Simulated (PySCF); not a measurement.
A homologous series of growing length: n-germane H/H. All species are isolated molecules in the gas phase. One relaxed conformer stands for each flexible species; it need not be the lowest. Strings in code marks are SMILES.

Calculation: PBE0-D3(BJ)/def2-TZVP // PBE0-D3(BJ)/def2-SVP in PySCF 2.14.0. Delta-SCF ions had no search for a lower state. Excitations are Tamm–Dancoff values on a coarser integration grid. The basis has no diffuse functions, so Rydberg states are missing or too high.

| species | adiabatic ionisation energy (no zero-point term) (eV) | brightest of the four lowest singlets (TDA) (eV) | S1 excitation (TDA) (eV) | HOMO–LUMO gap (eV) | vertical ionisation energy (Delta-SCF) (eV) |
|---|---|---|---|---|---|
| n = 2 (`[GeH3][GeH3]`) | 9.31 | 7.88 | 7.74 | 8.57 | 10.26 |
| n = 3 (`[GeH3][GeH2][GeH3]`) | 8.87 | 6.99 | 6.99 | 7.78 | 9.60 |
| n = 6 (`[GeH3][GeH2][GeH2][GeH2][GeH2][GeH3]`) | 7.95 | 5.69 | 5.69 | 6.28 | 8.48 |
